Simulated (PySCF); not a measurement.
## Ionisation energy of Xe⁴⁵⁺ by level of theory

Xe⁴⁵⁺ [He] 2s2 2p5 [2p1/2^2 2p3/2^3, M_J = 3/2] → Xe⁴⁶⁺ [He] 2s2 2p4 [2p1/2^2 2p3/2^2, M_J = 2], as a difference of total energies. Computed with PySCF 2.14 in an uncontracted even-tempered set (17 s from 24 bohr⁻², ratio 2.4; 13 p from 31 bohr⁻², ratio 2.4; 5 d from 110 bohr⁻², ratio 2.6; 4 f from 170 bohr⁻², ratio 2.6), with the two-component X2C-1e Hamiltonian. Correlated levels: nothing frozen; the 32 highest virtual spinors dropped. "Screened" scales the spin-orbit matrix elements by Boettger's factors to mimic the two-electron term; Breit and QED terms are absent.

```
                    method  ionisation energy (eV)
           GHF (spin-free)                  7995.6
          GMP2 (spin-free)                  7997.2
 GHF (screened spin-orbit)                  7896.4
GMP2 (screened spin-orbit)                  7897.9
```

For this ion Breit and QED terms and the two-electron picture change, all absent here, outweigh the correlation shift from GHF to GMP2.

The spin-free rows relax to the high-spin LS determinant and lack the spin-orbit shift.

The labels give the starting determinants; with spin-orbit coupling the two ends relaxed to ⟨J²⟩ = 3.75, ⟨L²⟩ = 2.01, ⟨S²⟩ = 0.76 and ⟨J²⟩ = 6.00, ⟨L²⟩ = 3.19, ⟨S²⟩ = 1.41.

For comparison: 7889 ± 4 eV (theoretical estimate listed by NIST; NIST Atomic Spectra Database, ionization energies).
